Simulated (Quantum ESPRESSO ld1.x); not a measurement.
Q: These are the eigenvalues of the occupied orbitals of an atom or ion with whole-number occupations (hartree). Method: Dirac Kohn-Sham, revPBE, spin-unpolarised, spherical densities, point nucleus; computed with ld1.x of Quantum ESPRESSO 7.5.

1s1/2: -656.193
2s1/2: -92.0885
2p1/2: -84.4028
2p3/2: -81.2476
3s1/2: -16.2278
3p1/2: -13.3673
3p3/2: -12.8643
3d3/2: -7.82680
3d5/2: -7.73477
4s1/2: -3.23933
4p1/2: -2.44595
4p3/2: -2.37435
4d3/2: -1.20756
5s1/2: -0.97226

Which element is it, and in what charge state? The configuration may be excited. Open shells, if any, fill j = l - 1/2 first.

A: Z = 40, zirconium, charge +3: Zr3+ in [Ar] 3d10 4s1 4p6 4d1 5s1. The list shows which subshells hold electrons but not how many an open one holds; the 1s level, -656.19 hartree, gives Z - s = 36.2 by -(Z - s)^2/2, which with screening and relativity narrows Z to a few neighbours, and the depths of the outer levels then fix element, charge and occupations together.
